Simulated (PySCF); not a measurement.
VOBr, SMILES [O]=[V][Br] (connectivity only; charge and spin as stated), neutral, multiplicity 3.

Coordinates come from a B3LYP-D3(BJ)/def2-TZVP optimisation. The multiplicity is an assumed one; other spin states were not compared.

All values below come from TDA-LC-ωPBE/def2-SVPD (PySCF).

Vertical excitations. 

```json
[
 {"state": "root 1", "energy (eV)": "0.87", "λ (nm)": "1425", "f": "0.001", "main pairs": "α HOMO→LUMO 61 %, α HOMO−3→LUMO 16 %, α HOMO→LUMO+3 10 %"},
 {"state": "root 2", "energy (eV)": "0.87", "λ (nm)": "1420", "f": "0.000", "main pairs": "α HOMO−1→LUMO 63 %, α HOMO−2→LUMO 11 %, α HOMO−1→LUMO+3 10 %"},
 {"state": "root 3", "energy (eV)": "1.37", "λ (nm)": "903", "f": "0.001", "main pairs": "α HOMO−1→LUMO+1 57 %, α HOMO→LUMO+2 10 %, α HOMO−2→LUMO+1 10 %"},
 {"state": "root 4", "energy (eV)": "1.38", "λ (nm)": "896", "f": "0.001", "main pairs": "α HOMO→LUMO+1 53 %, α HOMO−3→LUMO+1 14 %, α HOMO−1→LUMO+2 12 %"},
 {"state": "root 5", "energy (eV)": "1.94", "λ (nm)": "639", "f": "0.000", "main pairs": "α HOMO→LUMO+2 62 %, α HOMO−3→LUMO+2 16 %, α HOMO−1→LUMO+1 12 %"},
 {"state": "root 6", "energy (eV)": "1.98", "λ (nm)": "627", "f": "0.002", "main pairs": "α HOMO−1→LUMO+2 61 %, α HOMO→LUMO+1 13 %, α HOMO−2→LUMO+2 11 %"},
 {"state": "root 7", "energy (eV)": "4.25", "λ (nm)": "292", "f": "0.003", "main pairs": "α HOMO−4→LUMO 30 %, α HOMO−2→LUMO 27 %, α HOMO−7→LUMO 19 %"},
 {"state": "root 8", "energy (eV)": "4.45", "λ (nm)": "279", "f": "0.007", "main pairs": "α HOMO−5→LUMO 55 %, α HOMO−3→LUMO 19 %, α HOMO−5→LUMO+3 9 %"},
 {"state": "root 9", "energy (eV)": "4.49", "λ (nm)": "276", "f": "0.006", "main pairs": "α HOMO−6→LUMO 52 %, α HOMO−2→LUMO 15 %, α HOMO−4→LUMO 9 %, α HOMO−6→LUMO+3 9 %"},
 {"state": "root 10", "energy (eV)": "4.81", "λ (nm)": "258", "f": "0.011", "main pairs": "α HOMO−4→LUMO+1 23 %, α HOMO−2→LUMO+1 20 %, α HOMO−7→LUMO+1 16 %, α HOMO−3→LUMO 15 %"}
]
```
Unrestricted roots are not spin-pure.
